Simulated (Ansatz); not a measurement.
Consider the formal exchange of groups at a Ge–C bond: `[GeH3][CH]=[Se]` + `FC(F)Br` → `F[CH]([GeH3])Br` + `FC=[Se]`.

Program: Ansatz. Geometries: PBE0-D4/def2-TZVP. ΔE: electronic, gas phase. CCSD(T)/CBS is the MP2 limit (def2-TZVPP, def2-QZVPP) plus CCSD(T) − MP2 in def2-TZVPP, frozen cores. Functionals use def2-TZVPP. For Br, Ge, Se outer-core shells are correlated without core-valence functions, which leaves a few kJ/mol of doubt a bond. Scalar relativity is left out up to krypton.

`[GeH3][CH]=[Se]`:

Z-matrix (Å, degrees):
```
Ge
C 1 1.953
H 1 1.539 2 108.9
H 1 1.530 2 108.8 3 121.3
H 1 1.539 2 108.6 3 -117.8
Se 2 1.750 1 124.7 3 -123.8
H 2 1.091 1 117.4 3 56.3
```

`FC(F)Br`:

```xyz
5

F    -0.427   -0.323    1.255
C    -0.048   -0.139   -0.009
F    -1.137    0.047   -0.754
Br    1.099    1.418   -0.128
H     0.513   -1.003   -0.365
```

`F[CH]([GeH3])Br`:

Z-matrix (Å, degrees):
```
C
Ge 1 1.985
Br 1 1.948 2 109.7
F 1 1.364 2 110.9 3 120.8
H 1 1.090 2 113.6 3 -117.0
H 2 1.537 1 108.0 3 -178.1
H 2 1.533 1 107.7 3 62.4
H 2 1.531 1 107.8 3 -58.0
```

`FC=[Se]`:

Z-matrix (Å, degrees):
```
C
F 1 1.319
Se 1 1.735 2 124.2
H 1 1.089 2 110.3 3 -180.0
```

```tsv
level	ΔE (kJ/mol)	difference from CCSD(T)/CBS
PBE-D4	7.5	-10.8
r2SCAN-D4	11.4	-6.9
PBE0-D4	14.8	-3.5
ωB97M-V	15.0	-3.3
B2PLYP	16.2	-2.1
PBE	7.8	-10.5
r2SCAN	11.5	-6.8
MP2/def2-TZVPP	21.7	3.4
SCS-MP2/def2-TZVPP	23.0	4.7
CCSD(T)/def2-TZVPP	22.4	4.1
HF/def2-QZVPP	30.0	11.7
MP2/def2-QZVPP	19.1	0.8
SCS-MP2/def2-QZVPP	20.8	2.5
HF/CBS(def2)	30.0	11.7
MP2/CBS(def2)	17.6	-0.7
CCSD/CBS(def2)	20.4	2.1
CCSD(T)/CBS	18.3	0
```

Largest T1 diagnostic among the species: 0.016.

In def2-TZVPP, CCSD(T) changes the Hartree–Fock value by −8.2 kJ/mol (the triples alone add −2.1 kJ/mol) and MP2 by −8.9 kJ/mol. From PBE to PBE0 (25 % exact exchange), in def2-TZVPP and without D4, ΔE moves by +7.2 kJ/mol.
